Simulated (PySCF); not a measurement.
**Two-component Hartree-Fock for Os⁴⁵⁺ (osmium, charge +45)**

Start: [Ar] 3d10 4s2 4p1; 4p1/2 filled at m_j = +1/2. Calculated with PySCF 2.14 in an uncontracted even-tempered set (16 s from 6 bohr⁻², ratio 2.8; 13 p from 7.8 bohr⁻², ratio 2.8; 8 d from 14 bohr⁻², ratio 2.8; 4 f from 33 bohr⁻², ratio 3): generalised Hartree-Fock with the X2C-1e Hamiltonian and a Gaussian nucleus; one run each with spin-orbit coupling (SO) switched off, then screened by Boettger's factors.

| spinor shell | electrons | ε, spin-free (eV) | ε, screened SO (eV) | weight of nominal j (screened SO) | rms radius, screened SO (bohr) |
| --- | --- | --- | --- | --- | --- |
| 1s1/2 | 2 | -76563.6 | -76536.8 | 1.000 | 0.0201 |
| 2s1/2 | 2 | -15329.6 | -15320.2 | 1.000 | 0.0808 |
| 2p1/2 | 2 | -13648.6 | -14749.5 | 1.000 | 0.0686 |
| 2p3/2 | 4 | -13648.6 | -13205.6 | 1.000 | 0.0762 |
| 3s1/2 | 2 | -5242.2 | -5238.3 | 1.000 | 0.204 |
| 3p1/2 | 2 | -4736.1 | -4989.5 | 1.000 | 0.195 |
| 3p3/2 | 4 | -4736.1 | -4630.7 | 1.000 | 0.210 |
| 3d3/2 | 4 | -4187.6 | -4231.8 | 1.000 | 0.183 |
| 4s1/2 | 2 | -2480.0 | -2478.7 | 1.000 | 0.427 |
| 4p1/2 | 1 | -2313.6 | -2393.6 | 1.000 | 0.415 |

(1) Where does 3d5/2 lie, and what is the 3d spin-orbit splitting (screened SO)?

```csv
quantity,spin-free,screened SO
E (hartree),-15847.69557,-15872.46851
M_J,1/2,1/2
⟨J²⟩,1.108,0.751
⟨L²⟩,2.003,2.062
⟨S²⟩,0.751,0.810
```

Each row is a mean over spinors that exchange with the open shell spreads, by up to 7.192 eV (3p1/2).

Breit and QED terms are absent; they matter most for the inner s and p1/2 levels.

Densities and radii are taken from the X2C orbitals without a picture-change correction, which distorts them close to the nucleus.

Without spin-orbit coupling the j labels of p, d and f shells carry no meaning; the spin-free column gives the mean over the occupied spinors of each nl shell, and its ⟨J²⟩ belongs to a mixture of degenerate components.

Results:

(1) At -4154.0 eV, 77.785 eV above 3d3/2.
